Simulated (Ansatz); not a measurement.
Reaction (substitution at a C–O bond): `C[O][Zn][O]C` + `OC(F)[TeH]` → `COC(F)[TeH]` + `C[O][Zn][OH]`

Isolated molecules relaxed with PBE0-D4/def2-TZVP in Ansatz; ΔE leaves out vibrations. CBS: MP2 limit from def2 TZ/QZ plus the TZ coupled-cluster correction, frozen cores. Elements past krypton have def2 core potentials. For Te, Zn outer-core shells are correlated without core-valence functions, which leaves a few kJ/mol of doubt a bond. Scalar relativity is left out up to krypton. Each species was taken in one conformer, which may not be the lowest.

```json
{"species": "`C[O][Zn][O]C`", "CCSD(T)/CBS(def2) energy (Eh)": "-2008.43989"}
{"species": "`OC(F)[TeH]`", "CCSD(T)/CBS(def2) energy (Eh)": "-482.52376"}
{"species": "`COC(F)[TeH]`", "CCSD(T)/CBS(def2) energy (Eh)": "-521.76601"}
{"species": "`C[O][Zn][OH]`", "CCSD(T)/CBS(def2) energy (Eh)": "-1969.20515"}
```

Problem. Work out ΔE.

Solution. ΔE = (-521.76601) + (-1969.20515) − (-2008.43989) − (-482.52376) = -0.00751 Eh = -0.20 eV.

Largest T1 diagnostic among the species: 0.017.

Leaving LDA and LC-ωPBE aside and taking each functional with its dispersion term where it has one, the values, not all of them listed here, spread over 0.06 eV, from ωB97M-V to PBE-D4. LDA lies −0.03 eV from PBE without D4. In def2-TZVPP, CCSD(T) changes the Hartree–Fock value by −0.06 eV (the triples alone add −0.00 eV) and MP2 by −0.09 eV.
